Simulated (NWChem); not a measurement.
Molecule: vinylidene fluoride (C2H2F2); SMILES C=C(F)F

```xyz
6

C      0.0000     0.0000    -1.3820
C      0.0000     0.0000    -0.0583
F      0.0000    -1.0734     0.6935
F      0.0000     1.0734     0.6935
H      0.0000     0.9458    -1.9203
H      0.0000    -0.9458    -1.9203
```
Atoms are numbered in this order, from 1.

All runs: NWChem. Pople sets run with spherical d functions. The geometry was optimised at PBE0/def2-SVP. B3LYP is NWChem's, with the RPA form of VWN correlation.

Question: Taking B3LYP/aug-cc-pVTZ as the yardstick, which of these has the fewest basis functions while keeping “dipole (D)” within 0.05 D of it: B3LYP/def2-SVP; B3LYP/3-21G; B3LYP/6-31G*; B3LYP/6-31+G*; B3LYP/6-311++G**; B3LYP/STO-3G; B3LYP/def2-SVPD; B3LYP/def2-TZVP?

Answer: none of them.
```
level              basis functions  dipole (D)
-----------------  ---------------  ----------
B3LYP/STO-3G                    22        0.07
B3LYP/3-21G                     40        1.00
B3LYP/6-31G*                    60        0.91
B3LYP/def2-SVP                  66        1.00
B3LYP/6-31+G*                   76        1.27
B3LYP/def2-SVPD                102        1.28
B3LYP/6-311++G**               102        1.33
B3LYP/def2-TZVP                136        1.12
B3LYP/aug-cc-pVTZ              230        1.19
```

The yardstick is one finite set, not the basis-set limit.
